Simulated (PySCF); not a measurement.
C3H6FNSi, SMILES N#CCC[SiH2]F.

Geometry: B3LYP-D3(BJ)/def2-SVP. The structure was generated by enumeration, and PubChem lists no compound with its InChIKey, so it may never have been made. The values are those of a single conformer.

All values below come from PySCF 2.14.0 with B3LYP-D3(BJ)/def2-SVP.

Frequencies are harmonic and unscaled.

```json
[
 {"mode": "1", "ν (cm⁻¹)": "42", "IR (km/mol)": "3.9", "Raman (Å⁴/amu)": "0.7", "depolarisation": "0.75", "moving atoms (share of kinetic energy)": "F 34 %, Si 31 %, H 20 %, N 9 %"},
 {"mode": "2", "ν (cm⁻¹)": "75", "IR (km/mol)": "5.4", "Raman (Å⁴/amu)": "0.9", "depolarisation": "0.71", "moving atoms (share of kinetic energy)": "N 43 %, C 21 %, F 16 %, Si 11 %, H 10 %"},
 {"mode": "3", "ν (cm⁻¹)": "164", "IR (km/mol)": "0.3", "Raman (Å⁴/amu)": "0.7", "depolarisation": "0.70", "moving atoms (share of kinetic energy)": "C 35 %, H 33 %, Si 13 %, F 12 %"},
 {"mode": "4", "ν (cm⁻¹)": "190", "IR (km/mol)": "4.7", "Raman (Å⁴/amu)": "1.9", "depolarisation": "0.72", "moving atoms (share of kinetic energy)": "F 25 %, C 24 %, N 23 %, Si 16 %, H 14 %"},
 {"mode": "5", "ν (cm⁻¹)": "304", "IR (km/mol)": "8.2", "Raman (Å⁴/amu)": "2.3", "depolarisation": "0.62", "moving atoms (share of kinetic energy)": "C 52 %, F 20 %, H 12 %, Si 10 %"},
 {"mode": "6", "ν (cm⁻¹)": "372", "IR (km/mol)": "0.4", "Raman (Å⁴/amu)": "3.2", "depolarisation": "0.75", "moving atoms (share of kinetic energy)": "C 55 %, H 26 %, N 18 %"},
 {"mode": "7", "ν (cm⁻¹)": "501", "IR (km/mol)": "7.1", "Raman (Å⁴/amu)": "2.2", "depolarisation": "0.69", "moving atoms (share of kinetic energy)": "H 81 %, C 13 %"},
 {"mode": "8", "ν (cm⁻¹)": "575", "IR (km/mol)": "9.9", "Raman (Å⁴/amu)": "1.8", "depolarisation": "0.59", "moving atoms (share of kinetic energy)": "C 64 %, H 25 %"},
 {"mode": "9", "ν (cm⁻¹)": "672", "IR (km/mol)": "31.8", "Raman (Å⁴/amu)": "11.1", "depolarisation": "0.10", "moving atoms (share of kinetic energy)": "C 48 %, Si 28 %, H 22 %"},
 {"mode": "10", "ν (cm⁻¹)": "734", "IR (km/mol)": "43.9", "Raman (Å⁴/amu)": "10.8", "depolarisation": "0.74", "moving atoms (share of kinetic energy)": "H 83 %"},
 {"mode": "11", "ν (cm⁻¹)": "796", "IR (km/mol)": "13.1", "Raman (Å⁴/amu)": "6.6", "depolarisation": "0.62", "moving atoms (share of kinetic energy)": "H 56 %, C 35 %"},
 {"mode": "12", "ν (cm⁻¹)": "861", "IR (km/mol)": "21.2", "Raman (Å⁴/amu)": "5.5", "depolarisation": "0.70", "moving atoms (share of kinetic energy)": "F 49 %, H 31 %, Si 19 %"},
 {"mode": "13", "ν (cm⁻¹)": "893", "IR (km/mol)": "42.7", "Raman (Å⁴/amu)": "3.7", "depolarisation": "0.22", "moving atoms (share of kinetic energy)": "H 41 %, C 39 %, N 10 %"},
 {"mode": "14", "ν (cm⁻¹)": "932", "IR (km/mol)": "150.8", "Raman (Å⁴/amu)": "5.8", "depolarisation": "0.75", "moving atoms (share of kinetic energy)": "H 60 %, C 22 %, Si 12 %"},
 {"mode": "15", "ν (cm⁻¹)": "944", "IR (km/mol)": "105.5", "Raman (Å⁴/amu)": "7.6", "depolarisation": "0.69", "moving atoms (share of kinetic energy)": "H 68 %, C 24 %"},
 {"mode": "16", "ν (cm⁻¹)": "974", "IR (km/mol)": "122.0", "Raman (Å⁴/amu)": "10.2", "depolarisation": "0.67", "moving atoms (share of kinetic energy)": "H 81 %, Si 13 %"},
 {"mode": "17", "ν (cm⁻¹)": "1035", "IR (km/mol)": "8.0", "Raman (Å⁴/amu)": "3.2", "depolarisation": "0.63", "moving atoms (share of kinetic energy)": "C 59 %, H 36 %"},
 {"mode": "18", "ν (cm⁻¹)": "1152", "IR (km/mol)": "2.3", "Raman (Å⁴/amu)": "2.5", "depolarisation": "0.53", "moving atoms (share of kinetic energy)": "H 85 %, C 15 %"},
 {"mode": "19", "ν (cm⁻¹)": "1191", "IR (km/mol)": "22.4", "Raman (Å⁴/amu)": "4.4", "depolarisation": "0.71", "moving atoms (share of kinetic energy)": "H 70 %, C 29 %"},
 {"mode": "20", "ν (cm⁻¹)": "1299", "IR (km/mol)": "4.1", "Raman (Å⁴/amu)": "3.5", "depolarisation": "0.68", "moving atoms (share of kinetic energy)": "H 76 %, C 23 %"},
 {"mode": "21", "ν (cm⁻¹)": "1345", "IR (km/mol)": "2.5", "Raman (Å⁴/amu)": "6.4", "depolarisation": "0.59", "moving atoms (share of kinetic energy)": "H 68 %, C 32 %"},
 {"mode": "22", "ν (cm⁻¹)": "1429", "IR (km/mol)": "6.2", "Raman (Å⁴/amu)": "12.8", "depolarisation": "0.74", "moving atoms (share of kinetic energy)": "H 93 %"},
 {"mode": "23", "ν (cm⁻¹)": "1447", "IR (km/mol)": "8.4", "Raman (Å⁴/amu)": "11.2", "depolarisation": "0.68", "moving atoms (share of kinetic energy)": "H 92 %, C 8 %"},
 {"mode": "24", "ν (cm⁻¹)": "2239", "IR (km/mol)": "105.3", "Raman (Å⁴/amu)": "118.2", "depolarisation": "0.16", "moving atoms (share of kinetic energy)": "H 97 %"},
 {"mode": "25", "ν (cm⁻¹)": "2271", "IR (km/mol)": "90.5", "Raman (Å⁴/amu)": "81.9", "depolarisation": "0.25", "moving atoms (share of kinetic energy)": "H 96 %"},
 {"mode": "26", "ν (cm⁻¹)": "2381", "IR (km/mol)": "8.3", "Raman (Å⁴/amu)": "58.6", "depolarisation": "0.24", "moving atoms (share of kinetic energy)": "C 61 %, N 38 %"},
 {"mode": "27", "ν (cm⁻¹)": "3042", "IR (km/mol)": "7.7", "Raman (Å⁴/amu)": "70.4", "depolarisation": "0.15", "moving atoms (share of kinetic energy)": "H 95 %"},
 {"mode": "28", "ν (cm⁻¹)": "3046", "IR (km/mol)": "4.9", "Raman (Å⁴/amu)": "162.3", "depolarisation": "0.06", "moving atoms (share of kinetic energy)": "H 94 %"},
 {"mode": "29", "ν (cm⁻¹)": "3086", "IR (km/mol)": "1.5", "Raman (Å⁴/amu)": "98.5", "depolarisation": "0.63", "moving atoms (share of kinetic energy)": "H 90 %, C 10 %"},
 {"mode": "30", "ν (cm⁻¹)": "3101", "IR (km/mol)": "3.8", "Raman (Å⁴/amu)": "61.7", "depolarisation": "0.75", "moving atoms (share of kinetic energy)": "H 91 %, C 9 %"}
]
```
